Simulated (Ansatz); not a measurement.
Reaction: CH5N2S+ (SMILES NC([NH3+])=S) → CH5N2S+ (SMILES NC(N)=[SH+])
Each species at its own B3LYP-D3(BJ)/def2-TZVP minimum (Ansatz, a program for electronic structure), one conformer.

Total energies in hartree (Ansatz). Open shells are spin-unrestricted; no spin-orbit coupling. Correlated methods leave the cores frozen. No relativity.

| species | HF/cc-pV(T+d)Z | CCSD(T)/cc-pV(T+d)Z | HF/cc-pV(Q+d)Z | CCSD(T)/cc-pV(Q+d)Z | CCSD(T)/cc-pV(D+d)Z | CCSDT(Q)/cc-pV(D+d)Z |
|---|---|---|---|---|---|---|
| 1: CH5N2S+ (SMILES NC([NH3+])=S) | -547.03155 | -547.85332 | -547.04565 | -547.91605 | -547.64059 | -547.64344 |
| 2: CH5N2S+ (SMILES NC(N)=[SH+]) | -547.07664 | -547.88417 | -547.09078 | -547.94717 | -547.67078 | -547.67328 |

Work out the isomerisation energy (electronic) in kcal/mol: take Hartree-Fock from cc-pV(Q+d)Z, extrapolate the CCSD(T) correlation energy as X^-3 (X = 3, 4), and add CCSDT(Q) - CCSD(T) in cc-pV(D+d)Z. 1 hartree = 627.51 kcal/mol.


Species 1: correlation (64·(-0.87040) - 27·(-0.82177))/37 = -0.90589; step -0.00285; E1 = -547.04565 + (-0.90589) + (-0.00285) = -547.95439
Species 2: correlation (64·(-0.85639) - 27·(-0.80753))/37 = -0.89204; step -0.00250; E2 = -547.09078 + (-0.89204) + (-0.00250) = -547.98532
-1·E1 +1·E2 = -0.03093 hartree = -19.4 kcal/mol.
